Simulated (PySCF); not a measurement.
# Spin-rotation constants: `CS(=O)(=O)CC(F)F`, C$_{3}$H$_{6}$F$_{2}$O$_{2}$S

Geometry:
```
atom   x (Å)   y (Å)   z (Å)
  C1  -1.815   0.486  -0.033
  S2  -0.686  -0.911  -0.231
  O3  -0.522  -1.583   1.025
  O4  -1.102  -1.683  -1.364
  C5   0.938  -0.156  -0.646
  C6   1.591   0.296   0.636
  F7   0.909   1.347   1.160
  F8   2.850   0.746   0.422
  H9  -1.445   1.125   0.757
 H10  -2.782   0.077   0.232
 H11  -1.873   1.006  -0.980
 H12   0.779   0.675  -1.328
 H13   1.534  -0.928  -1.125
 H14   1.625  -0.497   1.395
```

Theory: GIAO HF/pcSseg-1 magnetisability, rotational g tensor and spin-rotation constants, non-relativistic, gas phase (PySCF). Geometry: GFN2-xTB.

Q: Give the nuclear spin-rotation constants along the inertial axes (H = +C I·J) beside the isotropic shieldings.

A: Rotational constants 3.2336, 1.1173, 1.0208 GHz. A star marks the isotopologue with that one atom substituted, in its own axes.
| atom | isotope | Caa (kHz) | Cbb (kHz) | Ccc (kHz) | mean (kHz) | σ (ppm) |
| --- | --- | --- | --- | --- | --- | --- |
| F7 | 19F | 1.196 | 0.750 | 1.075 | 1.007 | 349.3 |
| F8 | 19F | 2.229 | 0.178 | 1.247 | 1.218 | 350.8 |
| H9 | 1H | -0.118 | -0.047 | -0.117 | -0.094 | 29.2 |
| H10 | 1H | -0.018 | -0.090 | -0.110 | -0.072 | 29.1 |
| H11 | 1H | -0.417 | -0.123 | 0.034 | -0.169 | 29.8 |
| H12 | 1H | -0.371 | -0.134 | 0.038 | -0.156 | 29.1 |
| H13 | 1H | -0.373 | 0.054 | -0.131 | -0.150 | 29.0 |
| H14 | 1H | -0.292 | -0.115 | 0.066 | -0.114 | 25.8 |
| C1 | 13C* | 0.625 | 0.148 | 0.180 | 0.318 | 149.7 |
| S2 | 33S* | 1.260 | 0.448 | 0.346 | 0.685 | 239.0 |
| O3 | 17O* | -0.479 | -0.179 | -0.251 | -0.303 | 171.4 |
| C5 | 13C* | 0.516 | 0.217 | 0.217 | 0.317 | 136.3 |
| C6 | 13C* | 0.875 | 0.284 | 0.261 | 0.473 | 87.1 |

For the geometry as given, no vibrational averaging.

Q: How do the rotational constants and the g tensor change when H9, H10, H11, H12, H13, H14 are replaced by deuterium?

A: Constants 2.8421, 1.0748, 0.9732 GHz; g -0.0308, -0.0162, -0.0158, against -0.0341, -0.0170, -0.0167 before.
